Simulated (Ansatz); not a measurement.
Harmonic frequencies (cm⁻¹) at PBE0-D4/def2-TZVP from Ansatz: 54, 184, 227, 388, 488, 588, 690, 693, 841, 882, 930, 1132, 2268, 2607, 2711.

(1) Which molecule is it?
A. `ClC1=C[SiH2]1`
B. `B[SiH](F)Br`
C. `FB([SiH3])Br`
D. `F[CH2][AlH2]`

Answers

(1) B.
